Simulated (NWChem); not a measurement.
System: sulfur difluoride (SF2); SMILES FSF

The following NWChem deck was run.

```
start job
memory heap 200 mb stack 900 mb global 1100 mb
geometry units angstroms
  F      1.227542     0.000000    -0.496096
  S      0.000000     0.000000     0.548457
  F     -1.227542     0.000000    -0.496096
end
basis spherical
  * library 3-21g
end
dft
  xc hfexch
  iterations 150
end
driver
  maxiter 120
end
task dft optimize
task dft freq
```

The level has its own optimisation; frequencies are unscaled.

Q: Predict the main results of this run. (Hartree-Fock/3-21G.) Quantities: r F–S (Å); highest harmonic frequency (cm⁻¹); lowest (cm⁻¹); zero-point energy (kcal/mol); dipole (D).

A: 
```json
{
  "r F–S (Å)": "1.652",
  "highest harmonic frequency (cm⁻¹)": "915",
  "lowest (cm⁻¹)": "339",
  "zero-point energy (kcal/mol)": "3.1",
  "dipole (D)": "2.17"
}
```
